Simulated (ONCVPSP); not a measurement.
## W: variants of one ONCV potential

Base potential:

```json
{"Element": "W (Z = 74)", "Generator": "ONCVPSP 4.0.1", "Type": "optimised norm-conserving Vanderbilt (ONCV)", "Functional": "PBE", "Relativity": "scalar-relativistic", "Frozen core": "[Kr] 4d10 4f14", "Valence charge": "14", "Reference configuration": "5s2 5p6 5d4 6s1 6p1", "Partial waves": "5s+6s: rc 1.60 bohr, ncon 3, nbas 7, qcut 8.5 1/bohr, 3 projectors, debl 3.6 Ha; 5p+6p: rc 2.05 bohr, ncon 4, nbas 8, qcut 6.4 1/bohr, 2 projectors; 5d: rc 2.45 bohr, ncon 5, nbas 10, qcut 7.5 1/bohr, 1 projector", "Local potential": "polynomial inside 1.25 bohr (lpopt 3, dvloc0 0 Ha)", "Core correction": "none"}
```

All-electron outer shells of the reference configuration (PBE, scalar-relativistic, ld1.x):

| shell | level (eV) | outermost node (bohr) | outermost maximum (bohr) |
| --- | --- | --- | --- |
| 4d | -240.03 | 0.22 | 0.45 |
| 5s | -80.68 | 0.53 | 0.96 |
| 5p | -44.81 | 0.57 | 1.09 |
| 4f | -34.81 | – | 0.43 |
| 6s | -6.76 | 1.28 | 2.61 |
| 5d | -5.90 | 0.63 | 1.49 |
| 6p | -2.12 | 1.53 | 3.61 |

Cutoffs, loose and tight: the cutoffs (Ha) at which the residual kinetic energy of the hardest occupied pseudo-wave falls to 1 and 0.1 mHa per electron. They do not see the model core or the augmentation charge, which bear on the density cutoff. Test errors are all-electron minus pseudo excitation energies from the reference, over the configurations 5s2 5p6 5d4 6s2 6p0; 5s2 5p6 5d4 6s1 6p0; 5s2 5p6 5d4 6s0 6p0; 5s2 5p6 5d3 6s2 6p0. A dash means not determined; rows that change the core or the reference have their own tests.

| change | outcome | cutoff, loose | cutoff, tight | bound ghosts | GHOST(+) flags above zero | largest test error (meV) |
| --- | --- | --- | --- | --- | --- | --- |
| base | generated | 24 Ha | 28 Ha | none | s | +1.9 |
| s: rc 1.92 | generated | 21 Ha | 25 Ha | none | s | +1.8 |
| reference 5s2 5p6 5d4 6s1.5 6p0.5 | generated | 24 Ha | 28 Ha | none | s | -1.7 |
| p: ncon 3, nbas 7 | generated | 24 Ha | 28 Ha | none | s | +1.9 |
| core [Kr] 4d10 4f14 5s2, valence charge 12; reference 5p6 5d4 6s2; waves now 6s: rc 2.90 bohr, ncon 4, nbas 8, qcut 1.8 1/bohr, 2 projectors, debl 1.4 Ha; 5p: rc 1.35 bohr, ncon 5, nbas 9, qcut 6.3 1/bohr, 1 projector; 5d: rc 0.65 bohr, ncon 4, nbas 7, qcut 16 1/bohr, 3 projectors, debl 1.5 Ha; local potential polynomial inside 0.60 bohr (lpopt 5, dvloc0 3 Ha) | failed: ERROR pspot: first pseudo wave function has node, program will stop | – | – | – | – | – |
| local potential polynomial inside 1.15 bohr (lpopt 5, dvloc0 3 Ha) | generated | 24 Ha | 28 Ha | none | s | +1.9 |
| p: qcut 4.3 | generated | 24 Ha | 44 Ha | none | s | +1.7 |
| s: nproj 2 | generated | 24 Ha | 28 Ha | none | s | +1.9 |
| core correction Teter function, fcfact 3, rcfact 1.3 | generated | 24 Ha | 28 Ha | none | s | +1.7 |
| all radii scaled by about 1.33 (s 2.12, p 2.72, d 3.26 bohr); local potential polynomial inside 1.66 bohr (lpopt 3, dvloc0 0 Ha) | generated | 17 Ha | 21 Ha | none | none | +18 |
| p: rc 2.28 | generated | 24 Ha | 28 Ha | none | s | +1.9 |
